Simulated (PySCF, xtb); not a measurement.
Be(Et)(SeH) (C2H6BeSe), SMILES C[CH2][Be][SeH].

GFN2-xTB (xtb) at its own geometry gives an orbital gap of 4.13 eV and a dipole moment of 2.55 D.

The structure is a stationary point at TPSSh-D3(BJ)/def2-SVP. The structure was generated by enumeration; whether it is a known compound was not checked. The values are those of a single conformer.

**Question.** What does PBE/def2-TZVP (PySCF) give? (The exact figures need the calculation; the answer reports its results.)

**Answer.** gap 4.65 eV (levels -6.05 and -1.40 eV), dipole 0.91 D.
